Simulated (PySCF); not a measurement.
PySCF 2.14 output of an unrestricted PBE0 calculation on a single atom or ion in x2c-TZVPPall (11s7p7d4f2g, 113 functions), with the spin-free X2C one-electron Hamiltonian (Gaussian nucleus):

```
SCF conv_tol = 1e-09
number electrons alpha = 36  beta = 31
    C. Adamo and V. Barone.,  J. Chem. Phys. 110, 6158 (1999)
    M. Ernzerhof and G. E. Scuseria.,  J. Chem. Phys. 110, 5029 (1999)
cycle= 1 E= -13085.3497490797  delta_E= -0.0194  |g|= 0.325  |ddm|= 0.399
cycle= 2 E= -13085.3333203996  delta_E= 0.0164  |g|= 0.569  |ddm|= 0.312
cycle= 3 E= -13085.3586217519  delta_E= -0.0253  |g|= 0.00887  |ddm|= 0.174
cycle= 4 E= -13085.3586625777  delta_E= -4.08e-05  |g|= 0.00276  |ddm|= 0.0205
cycle= 5 E= -13085.3586860917  delta_E= -2.35e-05  |g|= 0.00114  |ddm|= 0.0208
cycle= 6 E= -13085.3587008126  delta_E= -1.47e-05  |g|= 0.00019  |ddm|= 0.0316
cycle= 7 E= -13085.3587009794  delta_E= -1.67e-07  |g|= 1.32e-05  |ddm|= 0.00378
cycle= 8 E= -13085.3587009794  delta_E= -3.82e-11  |g|= 1.7e-06  |ddm|= 3.51e-05
converged SCF energy = -13085.3587009794  <S^2> = 8.751107  2S+1 = 6.000369
```

The run itself started from symmetry-adapted Hartree-Fock orbitals and held the occupation by maximum overlap, on a logarithmic radial grid, so the iterations belong to that start.

**Question.** Which element, charge and spin multiplicity is this?

**Answer.** Er⁺ (erbium, charge +1), multiplicity 6; the state was [Xe] 4f11 6s1 6p1, one real determinant (an excited configuration).

⟨L²⟩ = 36.07 against 56 for a pure K term, so this real determinant mixes terms. Spin-orbit coupling, absent here, splits the open shell strongly.
